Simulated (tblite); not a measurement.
Species: C3H7FGeS2.
Bonds: F1–C2, C2–Ge3, Ge3–S4, S4–C5, C5–C6, C6–S7, Ge3–S7. Hydrogens: H8, H9 on C2; H10 on Ge3; H11, H12 on C5; H13, H14 on C6.

Computed with GFN2-xTB (tblite), gas phase: L-BFGS steps from a force-field or distance-geometry start until the largest atomic force falls under 0.01 eV/Å.

Step 55: E = -630.9664 eV
```
atom  x, y, z in Å  |  force x, y, z in eV/Å
F1      3.4798    0.4997    0.9404   -0.009  -0.018   0.006
C2      2.5654    0.5099   -0.0819   -0.020   0.004  -0.003
Ge3     0.9103   -0.4596    0.5652   -0.002  -0.012   0.012
S4     -0.7155    0.7671    1.4846   -0.002  -0.001  -0.020
C5     -1.8441    0.6399    0.0409   -0.001   0.014  -0.006
C6     -1.8621   -0.7483   -0.5545    0.000  -0.007   0.016
S7     -0.2197   -1.2358   -1.1994    0.036  -0.023  -0.016
H8      3.0177   -0.0052   -0.9314    0.004   0.010   0.001
H9      2.3697    1.5521   -0.3418    0.012   0.019   0.005
H10     1.3751   -1.5248    1.5625   -0.003   0.010  -0.025
H11    -2.8315    0.8969    0.4224    0.000   0.011   0.014
H12    -1.5402    1.3793   -0.6991    0.010   0.014  -0.009
H13    -2.1718   -1.4882    0.1816   -0.026  -0.020   0.016
H14    -2.5339   -0.7834   -1.4119    0.001  -0.002   0.009
```

Step 56: E = -630.9667 eV
```
atom  x, y, z in Å  |  force x, y, z in eV/Å
F1      3.4817    0.4929    0.9385    0.006  -0.020   0.026
C2      2.5656    0.5102   -0.0813   -0.039   0.012  -0.006
Ge3     0.9102   -0.4610    0.5644    0.014  -0.024   0.029
S4     -0.7158    0.7671    1.4823    0.000   0.010  -0.012
C5     -1.8438    0.6407    0.0386   -0.003   0.011  -0.007
C6     -1.8623   -0.7492   -0.5529   -0.012  -0.003   0.017
S7     -0.2207   -1.2368   -1.1990    0.033  -0.029  -0.027
H8      3.0169    0.0036   -0.9357    0.004  -0.006  -0.011
H9      2.3691    1.5541   -0.3326    0.008   0.029   0.004
H10     1.3762   -1.5270    1.5638   -0.012   0.028  -0.042
H11    -2.8315    0.9004    0.4182    0.008   0.006   0.017
H12    -1.5389    1.3779   -0.7037    0.014   0.008  -0.002
H13    -2.1709   -1.4878    0.1853   -0.023  -0.014   0.016
H14    -2.5366   -0.7857   -1.4080    0.003  -0.008  -0.003
```

Step 57: E = -630.9669 eV
```
atom  x, y, z in Å  |  force x, y, z in eV/Å
F1      3.4906    0.4770    0.9313   -0.030  -0.018  -0.011
C2      2.5647    0.5108   -0.0812   -0.002   0.012  -0.003
Ge3     0.9100   -0.4609    0.5680    0.026  -0.026   0.028
S4     -0.7189    0.7680    1.4806    0.008   0.021   0.000
C5     -1.8444    0.6415    0.0357   -0.002   0.000  -0.008
C6     -1.8614   -0.7504   -0.5519   -0.020  -0.003   0.008
S7     -0.2184   -1.2389   -1.1956    0.013  -0.028  -0.023
H8      3.0081    0.0143   -0.9471   -0.016   0.006   0.024
H9      2.3698    1.5591   -0.3173    0.014   0.013   0.012
H10     1.3780   -1.5246    1.5705   -0.018   0.038  -0.050
H11    -2.8330    0.9027    0.4127    0.017   0.000   0.016
H12    -1.5385    1.3771   -0.7082    0.015   0.000   0.005
H13    -2.1713   -1.4884    0.1870   -0.015   0.000   0.012
H14    -2.5358   -0.7877   -1.4068    0.009  -0.015  -0.010
```

**Question.** Estimate the geometry and energy of step 58. (The exact step hangs on the optimiser's Hessian estimate; all steps are aligned on step 57, rigid shifts and turns removed.)

**Answer.** E = -630.9672 eV, largest force 0.054 eV/Å
```
atom  x, y, z in Å  |  force x, y, z in eV/Å
F1      3.4869    0.4773    0.9346   -0.015  -0.018   0.007
C2      2.5647    0.5116   -0.0807   -0.008   0.013   0.000
Ge3     0.9103   -0.4637    0.5653    0.019  -0.012   0.010
S4     -0.7171    0.7675    1.4778    0.014   0.026   0.009
C5     -1.8438    0.6424    0.0341    0.002  -0.010  -0.006
C6     -1.8629   -0.7512   -0.5498   -0.016  -0.003  -0.002
S7     -0.2203   -1.2410   -1.1978   -0.010  -0.021  -0.008
H8      3.0133    0.0191   -0.9456   -0.018  -0.008   0.009
H9      2.3696    1.5601   -0.3150    0.006   0.020   0.011
H10     1.3786   -1.5274    1.5661   -0.014   0.031  -0.042
H11    -2.8316    0.9066    0.4118    0.021  -0.004   0.013
H12    -1.5369    1.3762   -0.7115    0.013  -0.008   0.010
H13    -2.1716   -1.4883    0.1909   -0.006   0.013   0.007
H14    -2.5399   -0.7896   -1.4025    0.012  -0.020  -0.016
```

The energy changes by -0.0003 eV. The first-order estimate −F·Δx gives -0.0004 eV and the mean of the old and new forces, exact on a quadratic surface, -0.0003 eV. The step makes an angle of 78° with the force vector and moves no atom by more than 0.007 Å.

The cost below is that of the whole relaxation. The run took 0.97 s wall on one thread of an Arm Neoverse N1, shared host with 64 logical CPUs at a one-minute load of 54.
